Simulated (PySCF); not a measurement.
Computed shifts of a molecule C2H6N2Si, PySCF with HF/pcSseg-1, GIAO, gas phase, atoms alike by connectivity averaged where their shifts nearly agree, in ppm (number of nuclei): ¹³C: 107.0 (1), 94.1 (1). ²⁹Si: -48.9 (1). ¹⁵N: 23.7 (1), 19.6 (1). ¹H: 4.73 (1), 3.13 (1), 1.44 (1), 1.28 (1), 1.24 (2). References: ¹³C against TMS (σ = 192.6 ppm); ²⁹Si against TMS (σ = 393.8 ppm); ¹⁵N against NH3 (σ = 267.3 ppm); ¹H against TMS (σ = 31.99 ppm), references at their B3LYP-D3(BJ)/def2-TZVP geometries, non-relativistic. Geometry optimised at PBE-D3(BJ)/def2-SVP. One conformer was computed; it need not be the lowest.

Problem. Identify the compound among the candidates.
(A) C#C[SiH](N)N
(B) N#CC[SiH2]N
(C) N[Si@H]1C=NC1

Solution. A, C#C[SiH](N)N
